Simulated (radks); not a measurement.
Valence configurations of the osmium ion Os2+ (all share [Xe]). Calculated with a radial shooting solver on a logarithmic mesh with Libxc functionals: Dirac Kohn-Sham, LDA (Slater exchange, Perdew-Wang correlation), spin-unpolarised, spherical densities, finite nucleus; open shells fill j = l - 1/2 first; Fermi nuclear charge, rms radius 5.4126 fm. Energies are relative to 4f14 5d6; eigenvalues in eV.

valence           E (eV)  e(4f5/2)  e(4f7/2)  e(5d3/2)  e(5d5/2)  e(6p1/2)
4f14 5d6           0.000   -70.563   -67.754   -23.706   -22.563         -
4f12 5d6 6p2      132.36   -101.71   -98.688   -34.077   -32.492   -18.538
4f12 5d6 6s2      118.01   -99.425   -96.405   -32.082   -30.524         -
4f13 5d7          49.631   -81.086   -78.174   -25.301   -24.028         -
4f12 5d5 6s1 6p2  139.74   -105.63   -102.61   -36.747   -35.083   -19.417
4f14 5d4 6s2       4.981   -77.333   -74.520   -28.370         -         -
4f13.5 5d6.5      23.696   -75.772   -72.912   -24.507   -23.300         -
4f14 5d4 6p2      18.630   -79.629   -76.816   -30.316         -   -17.912
4f12 5d6 6s1 6p1  125.14   -100.58   -97.560   -33.094   -31.523   -17.983
4f14 5d5 6p1       8.460   -75.021   -72.210   -26.993   -25.764   -16.486

NIST lists [Xe] 4f14 5d6 as the ground configuration; this level of theory agrees among the configurations tried. The energies are those of spherical spin-averaged densities, not of single terms.
